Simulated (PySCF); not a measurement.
Unrelated species, one level of theory. Method used: TDDFT CAM-B3LYP/def2-SVPD, vertical, gas phase, core orbitals frozen in the response (PySCF). Geometries: GFN2-xTB; one conformer of each isolated species. Triplets are in the Tamm–Dancoff approximation. 'Strongest' means the level of largest summed f among the lowest 8 singlets; it needn't be the same kind of state in each. Ions are computed without counter-ions or solvent.

Problem. Rank by computed lowest singlet excitation energy, highest first.
A. `[O+]#Cc1cccc(Cl)c1`
B. `CCCN(C)N`
C. `CC[Si@H](F)S[SiH2]F`
D. `O=Cc1pcncc1[SiH3]`
E. `C=CCCC`
F. `CS[Si@](N)(C#N)CC#N`
G. `CC=C(C)C`

Solution. E (7.35 eV), G (6.44 eV), C (6.29 eV), B (6.11 eV), F (5.48 eV), A (3.72 eV), D (3.39 eV).

```tsv
SMILES	S1 (eV)	gap (eV)	strongest (eV)	α (au)	first f ≥ 0.01 (nm)	T1 (eV)	S1 mainly
C=CCCC	7.35	10.23	7.52	62.9	169	4.51	H→L+2 (45%)
CC=C(C)C	6.44	9.35	7.26	63.3	171	4.43	H→L (93%)
CC[Si@H](F)S[SiH2]F	6.29	9.62	7.74	94.9	197	5.92	H→L (92%)
CCCN(C)N	6.11	9.07	7.19	69.2	203	5.86	H→L (80%)
CS[Si@](N)(C#N)CC#N	5.48	8.96	7.08	104.6	197	5.17	H→L (83%)
[O+]#Cc1cccc(Cl)c1	3.72	6.33	6.20	93.0	334	2.63	H→L (94%)
O=Cc1pcncc1[SiH3]	3.39	6.80	5.60	118.0	296	2.88	H→L (95%)
```

H and L stand for HOMO and LUMO.

Mean S1 by what the SMILES shows (count): a double or triple bond but no aromatic ring 6.42 eV (3); single bonds only 6.20 eV (2); an aromatic ring 3.55 eV (2).

- `C=CCCC`: Löwdin shares by element: HOMO carbon 85% or more (atoms not listed hold the other 15%); LUMO carbon 52% or more (atoms not listed hold the other 48%).
- `CC=C(C)C`: Löwdin shares by element: HOMO carbon 80% or more (atoms not listed hold the other 20%); LUMO carbon 52% or more (atoms not listed hold the other 48%).
- `CC[Si@H](F)S[SiH2]F`: Löwdin shares by element: HOMO sulfur 72%, silicon 17%; LUMO silicon 44%, sulfur 18%, hydrogen 9% or more (atoms not listed hold the other 29%).
- `CCCN(C)N`: Löwdin shares by element: HOMO nitrogen 67%, carbon 14% or more (atoms not listed hold the other 19%); LUMO carbon 39% (atoms not listed hold the other 61%).
- `CS[Si@](N)(C#N)CC#N`: Löwdin shares by element: HOMO sulfur 70%, carbon 11% or more, silicon 6%, nitrogen 4% or more; LUMO sulfur 23%, carbon 18% or more, nitrogen 18% or more, silicon 16% (atoms not listed hold the other 25%).
- `[O+]#Cc1cccc(Cl)c1`: Löwdin shares by element: HOMO carbon 41% or more, chlorine 40% (atoms not listed hold the other 19%); LUMO carbon 50% or more, oxygen 16% (atoms not listed hold the other 35%).
- `O=Cc1pcncc1[SiH3]`: Löwdin shares by element: HOMO nitrogen 48%, carbon 19% or more, phosphorus 17% (atoms not listed hold the other 16%); LUMO carbon 30% or more, phosphorus 20%, oxygen 15% (atoms not listed hold the other 35%).
